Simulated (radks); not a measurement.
All-electron atom: K II in [Ar]. All-electron calculation, scalar-relativistic Kohn-Sham, PBEsol, spin-polarised, spherical densities, finite nucleus; Fermi nuclear charge, rms radius 3.4349 fm. Program: a radial shooting solver on a logarithmic mesh with Libxc functionals.

Normalised radial functions P(r) = r R(r), r in bohr:

| r | 2s | 2p |
|---|---|---|
| 0.00685 | 0.2842 | 0.0100 |
| 0.008708 | 0.3475 | 0.0157 |
| 0.01107 | 0.4205 | 0.0246 |
| 0.01407 | 0.5020 | 0.0385 |
| 0.01789 | 0.5888 | 0.0597 |
| 0.02274 | 0.6745 | 0.0919 |
| 0.02891 | 0.7485 | 0.1397 |
| 0.03675 | 0.7949 | 0.2094 |
| 0.04635 | 0.7928 | 0.3044 |
| 0.05892 | 0.7164 | 0.4385 |
| 0.07491 | 0.5382 | 0.6140 |
| 0.09523 | 0.2397 | 0.8303 |
| 0.1211 | -0.1761 | 1.0757 |
| 0.1539 | -0.6703 | 1.3228 |
| 0.1956 | -1.1614 | 1.5264 |
| 0.2487 | -1.5347 | 1.6301 |
| 0.3136 | -1.6806 | 1.5894 |
| 0.3987 | -1.5595 | 1.3862 |
| 0.5069 | -1.2091 | 1.0550 |
| 0.6444 | -0.7660 | 0.6806 |
| 0.8191 | -0.3844 | 0.3602 |
| 1.041 | -0.1457 | 0.1493 |
| 1.324 | -0.0392 | 0.0458 |
| 1.683 | -0.0069 | 0.0097 |
| 2.122 | -0.0008 | 0.0014 |
| 2.698 | 0.0000 | 0.0001 |
| 3.43 | 0.0000 | 0.0000 |
| 4.36 | 0.0000 | 0.0000 |

2s: eigenvalue -358.98 eV, 1 radial node at r = 0.110 bohr, <r> = 0.388 bohr, 90 % of the charge inside 0.605 bohr. 2p: eigenvalue -286.02 eV, 0 radial nodes, <r> = 0.351 bohr, 90 % of the charge inside 0.580 bohr.
